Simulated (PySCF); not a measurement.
Cl$_{2}$ (SMILES ClCl), singlet, geometry from GFN2-xTB. Base run: HF/6-31G* run with PySCF.

Input for PySCF:
```python
from pyscf import gto, scf

mol = gto.Mole()
mol.atom = '''
    Cl   -0.000000   -0.000000   -1.008426
    Cl    0.000000    0.000000    1.008426
'''
mol.basis = '6-31g*'
mol.charge = 0
mol.spin = 0
mol.verbose = 4
mol.build()

mf = scf.RHF(mol)
mf.kernel()
```

Each row names what was changed in the base input (with any setting that the change needs).

| change | E (Eh) | HOMO (eV) | HOMO-LUMO gap (eV) | core-seconds (rough) |
|---|---|---|---|---|
| base | -918.90906 | -12.28 | 12.93 | 0.3 |
| functional = bhandhlyp | -920.31280 | -10.12 | 7.86 | 1.0 |
| functional = b3lyp5 | -920.21156 | -8.38 | 4.82 | 0.9 |
| functional = r2scan | -920.25235 | -7.71 | 3.23 | 1 |
| functional = wb97x | -920.30500 | -11.29 | 10.13 | 2 |
| functional = pw6b95 | -921.02261 | -8.86 | 5.54 | 1 |
| functional = m06l | -920.30035 | -7.70 | 3.27 | 1 |
| functional = b3lyp | -920.34268 | -8.48 | 4.82 | 0.9 |
| functional = pw91,pw91 | -920.29010 | -7.34 | 2.82 | 1 |
| functional = wb97x_v | -920.17318 | -11.28 | 10.17 | 20 |
| functional = b97m_v | -920.07588 | -7.82 | 3.50 | 20 |
| functional = b97-1 | -920.22426 | -8.49 | 4.94 | 0.9 |
| functional = mn15 | -920.06038 | -9.59 | 6.99 | 1 |

Totals shift with the method and basis; they matter in differences.
